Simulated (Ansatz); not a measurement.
Compare A (`C[C@@H](F)[C@@H]1BC1`) with its isomer B (`CC(C)=CBF`).

Computed with Ansatz on PBE0-D4/def2-TZVP structures; ΔE is electronic, products minus reactants. CBS: MP2 limit from def2 TZ/QZ plus the TZ coupled-cluster correction, frozen cores. DFT in def2-TZVPP. One conformer a species, not always the lowest.

(1) Which is lower in electronic energy at CCSD(T)/CBS, and by how much? (An estimate is asked.)

(2) Give E(B) − E(A) in kcal/mol with PBE-D4, PBE0-D4, r2SCAN-D4, HF/def2-TZVPP, B2PLYP, CCSD(T)/def2-TZVPP, ωB97M-V. (Best estimate.)

Largest T1 diagnostic: 0.012.

## Answers

(1) Ansatz gave: B, by 68.9 kcal/mol.

(2) Computed: PBE-D4 -65.8, PBE0-D4 -65.1, r2SCAN-D4 -66.8, HF/def2-TZVPP -71.9, B2PLYP -70.4, CCSD(T)/def2-TZVPP -69.6, ωB97M-V -66.2. None reverses the order clearly.

In def2-TZVPP, CCSD(T) changes the Hartree–Fock value by +2.3 kcal/mol (the triples alone add −0.5 kcal/mol) and MP2 by +2.2 kcal/mol.
